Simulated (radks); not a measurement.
Results of a calculation; reference values are marked as such.
Q: Radial electron density D(r) = 4 pi r^2 rho(r) of an atom or ion with 3 electrons. Code: a radial shooting solver on a logarithmic mesh with Libxc functionals. Model: Dirac Kohn-Sham, PBE, spin-unpolarised, spherical densities, finite nucleus; Fermi nuclear charge, rms radius of each element as measured or else 0.836 A^(1/3) + 0.57 fm.

```
   r/bohr * D(r) (the largest magnitude, 34.8, reaches the edge; | marks zero)
  0.00463 |      *
  0.00561 |         *
 0.006798 |            *
 0.008237 |                *
 0.009981 |                     *
  0.01209 |                            *
  0.01465 |                                  *
  0.01775 |                                          *
  0.02151 |                                                *
  0.02607 |                                                    *
  0.03158 |                                                      *
  0.03796 |                                                    *
    0.046 |                                             *
  0.05574 |                                    *
  0.06753 |                         *
  0.08183 |                *
  0.09915 |          *
   0.1201 |        *
   0.1456 |        *
   0.1764 |        *
   0.2137 |       *
   0.2569 |    *
   0.3113 | *
   0.3771 |*
    0.457 *
   0.5537 *
   0.6709 *
```

What is the nuclear charge?

A: Z = 31. The innermost maximum, from 1s, lies near gamma/Z bohr with gamma = sqrt(1 - (Z/c)^2) = 0.974, here 0.0314 bohr (found: 0.0311), and its height grows with Z. The density is that of the gallium ion Ga28+ in [He] 2s1; the configuration itself is not fixed sharply by these data, and Z only to about a unit. D(r) has 2 maxima, at r = 0.0311, 0.163 bohr, and minima at 0.125 bohr, inside which lie 2.12 electrons.
